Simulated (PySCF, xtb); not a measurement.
C₃H₇O₂, SMILES C[C](O)CO, multiplicity 2. Other conformers were not sampled.

Harmonic wavenumbers (cm⁻¹) from GFN2-xTB run with xtb 6.7.1 at its own minimum, in rising order: 55, 79, 135, 286, 332, 353, 412, 492, 820, 928, 948, 1005, 1016, 1112, 1136, 1265, 1317, 1340, 1344, 1392, 1450, 1456, 1475, 2837, 2929, 2963, 2968, 3060, 3520, 3539.

### Question
What does PBE-D3(BJ)/def2-SVP in PySCF give at its own minimum? (An estimate is asked for; the answer gives what the named calculation found.)

### Answer
84, 128, 177, 319, 382, 426, 431, 559, 792, 908, 953, 965, 991, 1112, 1144, 1269, 1309, 1313, 1356, 1376, 1397, 1409, 1416, 2848, 2901, 3013, 3021, 3074, 3668, 3688. Paired by order, the mean absolute difference is 39 cm⁻¹ and the zero-point energies are 60.0 and 60.7 kcal/mol.
